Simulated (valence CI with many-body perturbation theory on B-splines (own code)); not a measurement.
Which ion has this spectrum?

A relativistic CI+MBPT calculation for an atom or ion with 13 electrons gives these levels (eV):

```csv
J,Parity,E,g
1/2,odd,0.00,0.66
3/2,odd,69.20,1.33
1/2,even,95.43,2.33
3/2,even,148.52,1.67
5/2,even,159.01,1.39
3/2,even,173.77,0.92
1/2,even,182.03,1.17
5/2,even,216.37,1.34
3/2,even,216.79,0.85
5/2,even,240.02,1.25
1/2,even,251.70,1.81
3/2,even,256.57,1.19
3/2,odd,271.78,1.24
3/2,odd,285.59,0.53
```

The energies are calculated, and their last digits are not significant.

Problem. Which is it?
A. Te39+
B. I40+
C. In36+
D. Sn37+

Solution. A. Te39+, ground level (3s^2 3p1/2) J=1/2.
